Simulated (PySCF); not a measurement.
# A thermochemical cycle for SrS

MP2 in PySCF with def2-SVPD on every atom (core potentials on Sr), for the lowest determinant that a PBE0 search found; no spin–orbit coupling. SrS, a singlet (closed shell), has De = 3.08 eV to neutral atoms, and SrS⁺, a doublet (π ↑), has De = 2.31 eV to Sr⁺ + S.

At the same level the Sr atom ionises at 5.41 eV.

What is the adiabatic ionisation energy of the molecule, and does ionisation strengthen or weaken the bond?

IE = IE(Sr) + De(neutral) − De(ion) = 5.41 + 3.08 − 2.31 = 6.18 eV. De changes by -0.77 eV, so ionisation weakens the bond.

Correlated steps freeze 5 core orbitals. Correlated levels converge slowly with the basis: in double zeta they bind strong bonds too weakly, by up to about 1 eV, and carry superposition errors of some tenths. Spin–orbit coupling is left out. For an ion De counts to the pair picked by the measured ionisation energies or electron affinities, which need not be the lowest pair at this level. Where the molecule has an RHF reference, its open-shell atoms are computed with UHF. States were picked by a PBE0 search and need not be the measured ground states.
